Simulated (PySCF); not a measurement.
Compound: C₇H₆F₃N.
InChI=1S/C7H6F3N/c8-7(9,10)4-6-2-1-3-11-5-6/h1-3,5H,4H2

Torsions of this conformer, `[F:1][C:2]([F:3])([F:4])[CH2:5][c:6]1[cH:7][cH:8][cH:9][n:10][cH:11]1`: F1–C2–C5–C6 -62°, C2–C5–C6–C7 80°.

The closed-shell ground state was solved at several levels (PySCF, density fitting, gas phase, non-relativistic). The structure is a single PBE0-D3(BJ)/def2-SVP conformer in the gas phase; no vibrational or solvent corrections.

```csv
level,basis functions,HOMO (eV),LUMO (eV),gap (eV),dipole (D)
B3LYP/pcJ-1,357,-7.34,-1.26,6.08,2.46
CAM-B3LYP/pcSseg-2,480,-9.02,-0.07,8.95,2.56
PBE0/pcSseg-1,217,-7.62,-1.10,6.52,2.45
```

(1) What might PBE0/def2-SVPD (277 basis functions) give for the same quantities?

(2) Over all these levels, which gives the widest orbital gap and which the narrowest?

(3) How far do the dipole and the HOMO energy spread over the levels?

Answers

(1) HOMO -7.63 eV, LUMO -1.17 eV, gap 6.46 eV, dipole 2.51 D.

(2) CAM-B3LYP/pcSseg-2 (range-separated hybrid) has the widest, 8.95 eV, and B3LYP/pcJ-1 (global hybrid, 20 % exact exchange) the narrowest, 6.08 eV. Functional and basis both differ between the two, so the spread mixes both effects.

(3) The dipole runs from 2.45 to 2.56 D (mean 2.50 D) and the HOMO from -9.02 to -7.34 eV.
